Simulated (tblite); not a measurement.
C₈H₁₀F₂O₂S.
Geometry (GFN2-xTB, Å), atoms numbered from 1 in this order:
```xyz
23
C8H10F2O2S angstrom
C     -2.1392    2.1605   -1.1798
C     -1.8645    1.3444   -0.3471
C     -1.5577    0.3965    0.6877
F     -2.2695    0.7072    1.8346
C     -1.7824   -1.0583    0.3265
C     -0.9795   -1.4484   -0.9099
C      0.5214   -1.4134   -0.6395
C      1.0350   -0.0234   -0.3233
F      0.7037    0.8841   -1.3219
O      2.3860   -0.0652   -0.1676
C      3.0080    1.1424    0.2447
S      0.2327    0.6256    1.2678
O      0.4682   -0.4657    2.2059
H     -2.3640    2.8606   -1.9278
H     -2.8507   -1.2174    0.1592
H     -1.4742   -1.6582    1.1876
H     -1.2207   -0.7733   -1.7349
H     -1.2540   -2.4611   -1.2073
H      1.0767   -1.7876   -1.5020
H      0.7719   -2.0313    0.2252
H      2.7440    1.9664   -0.4228
H      2.7268    1.3913    1.2720
H      4.0772    0.9514    0.1932
```

Method: GFN2-xTB as coded in tblite; computed harmonic values from a numerical Hessian at the method's own geometry, unscaled. Errors from tens to a few hundred cm⁻¹ against measured bands are possible. One conformer, not necessarily the lowest.

Harmonic wavenumbers (cm⁻¹): 68.7, 88.0, 96.4, 112.5, 150.2, 156.4, 189.1, 198.4, 201.6, 245.3, 274.5, 302.3, 304.9, 333.6, 380.0, 392.1, 427.5, 447.5, 487.2, 527.6, 569.0, 588.2, 606.6, 667.3, 681.1, 808.2, 811.6, 915.9, 935.1, 943.4, 1005.5, 1013.7, 1048.6, 1100.9, 1107.0, 1119.7, 1142.5, 1151.9, 1164.1, 1175.7, 1200.4, 1212.8, 1234.6, 1322.9, 1330.1, 1346.6, 1395.3, 1448.0, 1459.6, 1461.1, 1464.1, 1479.8, 2271.1, 2950.0, 2968.2, 2970.7, 2979.0, 2982.2, 2987.3, 2996.8, 3003.4, 3039.6, 3398.2.

A = 1049, B = 652.5, C = 610.7 MHz; mass 208.037 u (most abundant isotopes); point group C1, symmetry number 1.

Problem. What is the zero-point energy?

Solution. Half the sum of the wavenumbers: 36421 cm⁻¹ = 104.13 kcal/mol.

Problem. Entropy at 500 K, 1 bar (ideal gas, RRHO, classical rotation)?

Solution. Translation 44.50, rotation 32.56, vibration 71.83: S = 148.9 cal/(mol K).

Problem. And Cp and H(500 K) − H(0)?

Solution. Cp = 76.10 cal/(mol K), of which vibrations give 68.15 (their classical limit is 63 R = 125.2); H(500 K) − H(0) = 22.62 kcal/mol without the zero-point energy, 18.65 from vibrations.

Problem. How do the functions run with temperature in this model?

Solution. 
```tsv
T (K)	S (cal/(mol K))	Cp (cal/(mol K))	H − H(0) (kcal/mol)	G − H(0) (kcal/mol)	ln q(vib)
50	61.6	14.4	0.50	-2.58	0.37
100	74.7	24.5	1.48	-5.99	1.82
298.15	115.5	53.7	9.39	-25.04	9.56
373.15	128.5	63.0	13.77	-34.20	12.52
750	183.4	93.6	44.02	-93.49	26.33
1000	211.9	104.6	68.89	-143.00	34.41
```

q(vib) and H(0) count from the zero-point level.

Problem. What must be added to the electronic energy to get the Gibbs energy at 500 K and 1 bar?

Solution. ZPE + [H(500 K) − H(0)] − T·S = 104.13 + 22.62 − 74.44 = 52.31 kcal/mol.

Problem. Blend soft modes into free rotors: weight 1/[1 + (100 cm⁻¹/ν̃)⁴] for the oscillator and the rest for a rotor with moment μB/(μ + B), μ = h/(8π²ν), B = 10⁻⁴⁴ kg m². What vibrational entropy results?

Solution. 68.57 cal/(mol K) in place of 71.83, which changes −T·S at 500 K by +1.63 kcal/mol.

Hindered rotation and anharmonicity are outside this model. Other conformers, if any are populated, would add a mixing term that is left out. The structure is chiral; the term R ln 2 for an equal mix with its mirror image is left out.
